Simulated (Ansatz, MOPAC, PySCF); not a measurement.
Bonds broken one at a time in the series allenyl-X. Gas-phase values, no solvent. One relaxed conformer stands for each flexible species; it need not be the lowest. Strings in code marks are SMILES.

Quantity: electronic energy of isomers of C4H3N relative to `C=C=CC#N`, in eV. The restricted reference of `C=C=CC#N` and `[C-]#[N+]C=C=C` is unstable towards unrestricted orbitals. Semi-empirical values (MOPAC) are differences of heats of formation.

Level 1: frozen-core MP2/def2-TZVPP // B3LYP-D3(BJ)/def2-TZVP (Ansatz, a program for electronic structure)
Level 2: PBE/6-31G* // B3LYP-D3(BJ)/def2-TZVP (PySCF)
Level 3: HF/6-31G* // B3LYP-D3(BJ)/def2-TZVP (PySCF)
Level 4: AM1 // B3LYP-D3(BJ)/def2-TZVP (MOPAC)

```json
[
 {"species": "`[C-]#[N+]C=C=C`", "level 2": "1.09", "level 3": "0.92", "level 4": "1.31"}
]
```

Task: What does level 1 give for each?

Result: 
- `[C-]#[N+]C=C=C`: 1.18
